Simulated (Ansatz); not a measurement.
Two isomers of BFGeH4O: A = `O[B](F)[GeH3]`, B = `B[O][GeH2][F]`.

Calculated with Ansatz (gas phase, PBE0-D4/def2-TZVP geometries, no zero-point term in ΔE). CCSD(T)/CBS adds triple-zeta CCSD(T) − MP2 to the extrapolated MP2 energy (def2 sets, frozen cores). DFT in def2-TZVPP. B3LYP here is the variant with VWN-RPA as its local correlation; programs differ in this. For Ge outer-core shells are correlated without core-valence functions, which leaves a few kJ/mol of doubt a bond. Scalar relativity is left out up to krypton. One conformer a species, not always the lowest.

Task: Which isomer does CCSD(T)/CBS put lower? Give the gap. (Estimate.)

Result: Ansatz gave: A, by 11.8 kcal/mol.

Task: Give E(B) − E(A) in kcal/mol with CCSD(T)/def2-SVP, BLYP-D4, PBE0-D4, B3LYP-D4, r2SCAN-D4, PBE-D4, ωB97M-V. (Estimate.)

Result: Ansatz gave: CCSD(T)/def2-SVP 12.9, BLYP-D4 11.4, PBE0-D4 15.1, B3LYP-D4 11.4, r2SCAN-D4 13.4, PBE-D4 15.8, ωB97M-V 12.0. None reverses the order clearly.

Task: Does the order hold for the free energy at 298.15 K (harmonic terms from PBE0-D4)? (Best estimate.)

Result: Ansatz gave: Yes: G(B) − G(A) = +11.2 kcal/mol, for one conformer each. Modes under 60 cm⁻¹, often nearly free rotors, make the harmonic entropy too high.

Largest T1 diagnostic: 0.013.

Leaving LDA and LC-ωPBE aside and taking each functional with its dispersion term where it has one, the values, not all of them listed here, spread over 6.0 kcal/mol, from BHLYP-D4 to PBE-D4. LDA lies +4.8 kcal/mol from PBE without D4. From BLYP to BHLYP (50 % exact exchange), in def2-TZVPP and without D4, E(B) − E(A) moves by −1.7 kcal/mol.
